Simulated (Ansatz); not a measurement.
## Ligand exchange: SiH3(CH3) + Bi(CH3)F2 → SiH3F + Bi(CH3)2F

Species: SiH3(CH3) (methylsilane), singlet; Bi(CH3)F2, singlet; SiH3F `F[SiH3]`, singlet; Bi(CH3)2F, singlet. The partners trade CH3 for F: Si–CH3 and Bi–F bonds give way to Si–F and Bi–CH3.

Shapes, held fixed at every level: PBE0-D4/def2-TZVP. Programs: Ansatz 0.2.0. The zero-point and thermal change to 298 K, harmonic and unscaled (PBE0-D4/def2-TZVP), is +1.5 kJ/mol.

```
               level                    kind  ΔH(298 K) (kJ/mol)  less CCSD(T)/def2-TZVPP
         HF/def2-SVP            Hartree–Fock               -53.3                     +3.8
    SPW92/def2-TZVPP                     LDA               -33.5                    +23.6
r2SCAN-D4/def2-TZVPP                meta-GGA               -35.9                    +21.2
 B3LYP-D4/def2-TZVPP           global hybrid               -41.5                    +15.6
  wB97X-V/def2-TZVPP  range-separated hybrid               -38.7                    +18.4
   B2PLYP/def2-TZVPP           double hybrid               -46.7                    +10.4
     CCSD/def2-TZVPP   coupled cluster or CI               -58.5                     -1.4
  CCSD(T)/def2-TZVPP   coupled cluster or CI               -57.1                      0.0
```

The highest level, CCSD(T)/def2-TZVPP, gives ΔH(298 K) = -57.1 kJ/mol; the levels span -58.5 to -33.5. The column of differences is taken from that level and isn't an error. No measured value is set beside it here. For atoms past krypton def2 sets carry core potentials with scalar relativity. Outer-core shells of Bi are correlated, in sets that cover them unevenly.
